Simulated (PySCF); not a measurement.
## Bonding in `C1C[SiH2]P[SiH2]1`

C₂H₉PSi₂.
Numbering: `[CH2:1]1[CH2:2][SiH2:3][PH:4][SiH2:5]1` (hydrogens: H6, H7 on C1; H8, H9 on C2; H10, H11 on Si3; H12 on P4; H13, H14 on Si5)

Cartesian coordinates in Å at the GFN2-xTB level; atoms count from 1:
```
atom  x, y, z in Å
C1     0.2780   -1.2336    0.3114
C2    -1.0770   -0.7651   -0.2177
Si3   -1.2975    1.1230    0.0187
P4     0.7398    1.9405   -0.4492
Si5    1.6829   -0.0912   -0.3171
H6     0.4583   -2.2693    0.0196
H7     0.2628   -1.2167    1.4038
H8    -1.1383   -0.9893   -1.2851
H9    -1.8849   -1.3193    0.2624
H10   -2.2731    1.6661   -0.9276
H11   -1.7137    1.4269    1.3922
H12    1.0365    2.3176    0.8444
H13    2.0968   -0.4711   -1.6718
H14    2.8288   -0.1191    0.5938
```

Bond orders from the PBE0/pcSseg-1 density (PySCF). The structure is a single GFN2-xTB conformer in the gas phase; no vibrational or solvent corrections.

Q: How far do the computed orders between heavy atoms stray from the drawn ones?

A: The largest departure is 0.100, at Si5–C1 (drawn single, 0.900).

Q: Give the Mayer order of every bond between heavy atoms, beside its length.

A: 
| bond | drawn as | length (Å) | Mayer order |
| --- | --- | --- | --- |
| C1–C2 | single | 1.528 | 1.030 |
| C2–Si3 | single | 1.915 | 0.909 |
| Si3–P4 | single | 2.245 | 0.951 |
| P4–Si5 | single | 2.244 | 0.960 |
| Si5–C1 | single | 1.917 | 0.900 |

Q: And the bonds to hydrogen?

A: C–H: 0.94 (4 bonds); H–Si: 0.93 to 0.94 (4 bonds); H–P: 0.90 (1 bond).

Q: Sum the orders of all bonds at each heavy atom with more than one neighbour and set the sums beside the valence in the SMILES.

A: C1 3.819 (drawn 4), C2 3.826 (drawn 4), Si3 3.732 (drawn 4), P4 2.813 (drawn 3), Si5 3.738 (drawn 4). Orders between atoms that aren't bonded are not in these sums.

For a closed shell the Mayer order of atoms A and B is Σ (PS)μν (PS)νμ over the basis functions μ on A and ν on B, with P the density and S the overlap matrix.
